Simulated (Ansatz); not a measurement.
Calculated with Ansatz (gas phase, PBE0-D4/def2-TZVP geometries, no zero-point term in ΔE). CBS: MP2 limit from def2 TZ/QZ plus the TZ coupled-cluster correction, frozen cores. This one scheme is used for every species. Functionals use def2-TZVPP. B3LYP here is the variant with VWN-RPA as its local correlation; programs differ in this. Each species was taken in one conformer, which may not be the lowest.

Reaction (formal exchange of groups at the Si–C bond): `F[SiH2]C(F)S` + `C[SiH3]` → `C[SiH2][SiH2]F` + `FCS`

```json
{"level": "PBE-D4", "ΔE (kcal/mol)": "-3.1", "difference from CCSD(T)/CBS": "-2.2"}
{"level": "r2SCAN-D4", "ΔE (kcal/mol)": "-1.4", "difference from CCSD(T)/CBS": "-0.5"}
{"level": "PBE0-D4", "ΔE (kcal/mol)": "-3.2", "difference from CCSD(T)/CBS": "-2.3"}
{"level": "B3LYP-D4", "ΔE (kcal/mol)": "-1.2", "difference from CCSD(T)/CBS": "-0.3"}
{"level": "ωB97X-V", "ΔE (kcal/mol)": "-1.4", "difference from CCSD(T)/CBS": "-0.5"}
{"level": "ωB97M-V", "ΔE (kcal/mol)": "0.3", "difference from CCSD(T)/CBS": "1.2"}
{"level": "B2PLYP", "ΔE (kcal/mol)": "-0.9", "difference from CCSD(T)/CBS": "0.0"}
{"level": "PBE", "ΔE (kcal/mol)": "-3.5", "difference from CCSD(T)/CBS": "-2.6"}
{"level": "r2SCAN", "ΔE (kcal/mol)": "-1.4", "difference from CCSD(T)/CBS": "-0.5"}
{"level": "PBE0", "ΔE (kcal/mol)": "-3.4", "difference from CCSD(T)/CBS": "-2.5"}
{"level": "B3LYP", "ΔE (kcal/mol)": "-1.8", "difference from CCSD(T)/CBS": "-0.9"}
{"level": "HF/def2-TZVPP", "ΔE (kcal/mol)": "-1.6", "difference from CCSD(T)/CBS": "-0.7"}
{"level": "MP2/def2-TZVPP", "ΔE (kcal/mol)": "0.4", "difference from CCSD(T)/CBS": "1.3"}
{"level": "SCS-MP2/def2-TZVPP", "ΔE (kcal/mol)": "0.2", "difference from CCSD(T)/CBS": "1.1"}
{"level": "CCSD/def2-TZVPP", "ΔE (kcal/mol)": "-1.1", "difference from CCSD(T)/CBS": "-0.2"}
{"level": "CCSD(T)/def2-TZVPP", "ΔE (kcal/mol)": "-0.9", "difference from CCSD(T)/CBS": "0.0"}
{"level": "HF/def2-QZVPP", "ΔE (kcal/mol)": "-1.5", "difference from CCSD(T)/CBS": "-0.6"}
{"level": "MP2/def2-QZVPP", "ΔE (kcal/mol)": "0.4", "difference from CCSD(T)/CBS": "1.3"}
{"level": "SCS-MP2/def2-QZVPP", "ΔE (kcal/mol)": "0.1", "difference from CCSD(T)/CBS": "1.0"}
{"level": "HF/CBS(def2)", "ΔE (kcal/mol)": "-1.5", "difference from CCSD(T)/CBS": "-0.6"}
{"level": "MP2/CBS(def2)", "ΔE (kcal/mol)": "0.4", "difference from CCSD(T)/CBS": "1.3"}
{"level": "CCSD/CBS(def2)", "ΔE (kcal/mol)": "-1.1", "difference from CCSD(T)/CBS": "-0.2"}
{"level": "CCSD(T)/CBS", "ΔE (kcal/mol)": "-0.9", "difference from CCSD(T)/CBS": "0"}
```

Largest T1 diagnostic among the species: 0.012.
